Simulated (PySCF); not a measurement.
## Working out the ionisation energy of Xe

Xe [Xe] (1S) → Xe⁺ [Kr] 4d10 5s2 5p5 (2P). Computed with PySCF 2.14 in aug-cc-pVQZ-DK3 (9s8p6d3f2g, 102 functions), with the spin-free X2C one-electron Hamiltonian (Gaussian nucleus). Frozen: [Kr] 4d10. Energies in hartree (1 hartree = 27.21139 eV):

| part | Xe (lower) | Xe⁺ (upper) |
| --- | --- | --- |
| UHF | -7443.165961 | -7442.744997 |
| CCSD correlation | -0.183648 | -0.151265 |
| (T) | -0.006678 | -0.004772 |

Q: What does Hartree-Fock give?

A: (-7442.744997) − (-7443.165961) = 0.420964 hartree = 11.455 eV.

Q: What do CCSD and CCSD(T) give?

A: The CCSD correlation energies differ by 0.032383 hartree = 0.881 eV and the triples by 0.001906 hartree = 0.052 eV, so CCSD gives 12.336 eV and CCSD(T) 12.388 eV.

Measured between the centres of the two terms (NIST): 12.565 eV, so CCSD(T) (valence) is off by -0.177 eV.

What remains against the reference includes basis incompleteness, the frozen core and higher excitations.
